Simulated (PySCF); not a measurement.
## How methods differ on the ionisation energy of Zr⁺

Zr⁺ [Kr] 4d2 5s1 (4F) → Zr²⁺ [Kr] 4d2 (3F), as a difference of total energies. Computed with PySCF 2.14 in aug-cc-pVDZ-PP with ECP28MDF (5s5p4d2f, 54 functions), with a scalar-relativistic core potential. Correlated levels: valence: 4s2 4p6 frozen. The calculations carry no spin-orbit coupling.

```json
{"method": "UHF", "ionisation energy (eV)": "12.254", "difference from reference (eV)": "-0.876"}
{"method": "MP2 (valence)", "ionisation energy (eV)": "12.442", "difference from reference (eV)": "-0.688"}
{"method": "SCS-MP2 (valence)", "ionisation energy (eV)": "12.317", "difference from reference (eV)": "-0.813"}
{"method": "CCSD (valence)", "ionisation energy (eV)": "12.518", "difference from reference (eV)": "-0.612"}
{"method": "CCSD(T) (valence)", "ionisation energy (eV)": "12.520", "difference from reference (eV)": "-0.610"}
```

Reference: 13.13 eV (measured; NIST Atomic Spectra Database, ionization energies).

The reference lies between the lowest fine-structure levels, while these numbers refer to the centres of the terms.

Errors of the correlated levels include the incompleteness of this basis and the frozen core.
